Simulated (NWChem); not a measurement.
GeSiH4Cl2; SMILES [SiH3][GeH]([Cl])[Cl]

```xyz
8

Si    -0.0172     2.2152    -0.2785
Ge    -0.0182    -0.0508     0.4861
Cl    -1.6292    -1.0890    -0.5623
Cl     1.8766    -0.9456    -0.1307
H      0.1686     2.1752    -1.7663
H     -1.3302     2.8547     0.0738
H      1.1141     2.9559     0.3763
H     -0.1910    -0.3680     1.9956
```
Atoms are numbered in this order, from 1.

Level: PBE-D3(BJ)/def2-SVP (NWChem), optimised geometry, unscaled harmonic frequencies. 

Task: List the harmonic frequencies with IR intensities, and the thermochemistry.

Result: 
```tsv
frequency (cm⁻¹)	IR intensity (km/mol)
79	0.5
103	0.0
109	4.7
141	3.3
337	3.8
404	43.4
413	67.8
480	14.0
495	3.5
665	117.7
690	34.9
822	181.0
895	34.7
897	34.4
2068	99.7
2167	41.2
2188	60.9
2199	50.5
```

```json
{
 "zero_point_energy": "21.6 kcal/mol",
 "thermal correction to the enthalpy at 298.15 K (with zero-point energy)": "27.0 kcal/mol",
 "heat capacity Cv": "24.2 cal/(mol K)",
 "entropy at 298.15 K and 1 atm (symmetry number 1)": "89.1 cal/(mol K)",
 "dipole_moment": "2.33 D"
}
```

Rigid rotor and harmonic oscillator; modes under 100 cm⁻¹ make the entropy uncertain.
